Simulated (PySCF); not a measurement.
## Static response to an electric field

Species: C4H12Ge2.
Numbering: `[GeH3:1][CH:2]([GeH3:3])[CH:4]1[CH2:5][CH2:6]1` (hydrogens: H7, H8, H9 on Ge1; H10 on C2; H11, H12, H13 on Ge3; H14 on C4; H15, H16 on C5; H17, H18 on C6)

Geometry (PBE0-D3(BJ)/def2-SVP, Å), atoms numbered from 1 in this order:
```xyz
18
C4H12Ge2 angstrom
Ge    -0.9720    2.0928   -0.2882
C     -0.3854    0.2299   -0.0540
Ge    -1.8128   -0.9117    0.6726
C      0.8615    0.1529    0.8004
C      1.8216   -0.9942    0.6583
C      2.2207    0.3790    0.2021
H     -1.3635    2.6853    1.0804
H     -2.1913    2.1618   -1.2291
H      0.1761    2.9316   -0.8840
H     -0.1678   -0.1544   -1.0659
H     -2.2089   -0.4105    2.0759
H     -1.3102   -2.3650    0.7869
H     -3.0553   -0.8766   -0.2390
H      0.7298    0.5304    1.8219
H      1.5992   -1.7424   -0.1083
H      2.2870   -1.4032    1.5590
H      2.9648    0.9286    0.7845
H      2.2706    0.5646   -0.8751
```

Level: wB97X-D/def2-SVPD (PySCF), static field, nuclei fixed, core orbitals frozen in the response. The polarisability tensor in these axes (au):

```
x   117.41   0.12   0.25
y     0.12 115.33  -7.55
z     0.25  -7.55  94.48
```

What are the eigenvalues, a third of the trace, and Δα (Δα² = ½Σ(αi − αj)² over the three pairs)?

Principal values 92.03, 117.41 and 117.78 au; mean 109.07 au = 16.16 Å³ = 17.98 × 10⁻⁴⁰ C²·m²/J; Δα = 25.57 au (23 % of the mean).

What is the dipole moment, and where does it point?

(0.81, -0.27, -0.14) D, 0.86 D in size, pointing from the negative to the positive side. Measured along this direction, the outermost atoms are H13 and H8 at the negative end and H17 and H16 at the positive end.

Find the Langevin capture rate constant for O2+ (31.990 u) meeting this molecule (207.936 u), k = 2.342 × 10⁻⁹ cm³/s × √(α in Å³ / reduced mass in u).

The reduced mass is 27.72 u, so k = 1.79 × 10⁻⁹ cm³/s. The formula leaves out the permanent dipole, which adds to the capture rate.

Orientational against electronic polarisability at 250 K (dilute gas, rigid molecules)?

In Gaussian units μ²/3kT = 7.18 Å³ against 16.16 Å³, a ratio of 0.44; the Debye molar polarisation (4π/3)N_A(α + μ²/3kT) is 58.9 cm³/mol, leaving out the vibrational part.

What are the principal values of the traceless quadrupole moment, Θ = ½Σq(3rr − r²1), about the centre of nuclear charge?

-2.65, -0.54, 3.19 D·Å. The values depend on the origin, since the dipole doesn't vanish. The electronic extent ⟨r²⟩ about the same centre is 1654 bohr², a root-mean-square distance of 2.15 Å for the 100 electrons.

Rayleigh depolarisation ratio (linearly polarised light, static tensor)?

ρ = 3Δα²/(45ᾱ² + 4Δα²) = 1961.6/(535371 + 2615.5) = 0.00365.

Isolated species at its PBE0-D3(BJ)/def2-SVP geometry (one conformer only). The calculation is non-relativistic, for germanium too.
